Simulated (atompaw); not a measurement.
Reading a pseudo-wave (titanium)

Columns: radius, all-electron u(r) and pseudo u(r) of the 3s shell (level -62.63 eV) of titanium in the configuration [Ne] 3s2 3p6 3d2 4s2 4p0; PBE, scalar-relativistic, PAW (atompaw) scheme, atompaw 4.2.0.5.

```json
{"r (bohr)": "0.069", "all-electron": "0.1734", "pseudo": "0.1998"}
{"r (bohr)": "0.138", "all-electron": "-0.3398", "pseudo": "0.3941"}
{"r (bohr)": "0.208", "all-electron": "-0.5762", "pseudo": "0.5799"}
{"r (bohr)": "0.277", "all-electron": "-0.5001", "pseudo": "0.7471"}
{"r (bohr)": "0.346", "all-electron": "-0.2473", "pseudo": "0.8943"}
{"r (bohr)": "0.415", "all-electron": "0.0683", "pseudo": "1.0184"}
{"r (bohr)": "0.485", "all-electron": "0.3793", "pseudo": "1.1184"}
{"r (bohr)": "0.554", "all-electron": "0.6398", "pseudo": "1.1903"}
{"r (bohr)": "0.623", "all-electron": "0.8411", "pseudo": "1.2358"}
{"r (bohr)": "0.692", "all-electron": "0.9820", "pseudo": "1.2560"}
{"r (bohr)": "0.762", "all-electron": "1.0686", "pseudo": "1.2526"}
{"r (bohr)": "0.831", "all-electron": "1.1073", "pseudo": "1.2285"}
{"r (bohr)": "0.900", "all-electron": "1.1095", "pseudo": "1.1871"}
{"r (bohr)": "0.969", "all-electron": "1.0841", "pseudo": "1.1322"}
{"r (bohr)": "1.038", "all-electron": "1.0390", "pseudo": "1.0673"}
{"r (bohr)": "1.108", "all-electron": "0.9798", "pseudo": "0.9951"}
{"r (bohr)": "1.177", "all-electron": "0.9136", "pseudo": "0.9207"}
{"r (bohr)": "1.246", "all-electron": "0.8435", "pseudo": "0.8461"}
{"r (bohr)": "1.315", "all-electron": "0.7723", "pseudo": "0.7729"}
{"r (bohr)": "1.385", "all-electron": "0.7014", "pseudo": "0.7014"}
{"r (bohr)": "1.454", "all-electron": "0.6342", "pseudo": "0.6342"}
{"r (bohr)": "1.523", "all-electron": "0.5708", "pseudo": "0.5708"}
{"r (bohr)": "1.592", "all-electron": "0.5114", "pseudo": "0.5114"}
{"r (bohr)": "1.662", "all-electron": "0.4559", "pseudo": "0.4559"}
{"r (bohr)": "1.731", "all-electron": "0.4059", "pseudo": "0.4059"}
{"r (bohr)": "1.800", "all-electron": "0.3603", "pseudo": "0.3603"}
```

**Question.** How many radial nodes do the two functions have?

**Answer.** The all-electron 3s function has n − l − 1 = 2; the pseudo-wave has 0, since the states of the same l below it are removed with the core.

**Question.** At about which radius was the pseudo-wave matched?

**Answer.** 1.40 bohr, where the columns begin to agree (steps of 0.07 bohr).

**Question.** Where does each function peak?

**Answer.** Outermost all-electron maximum near 0.90 bohr, pseudo maximum near 0.69 bohr (to the table’s step).

**Question.** Is the pseudo-wave norm-conserving?

**Answer.** No, it belongs to a PAW set: the norm inside the radius is not constrained, and the difference is carried by the augmentation charge.
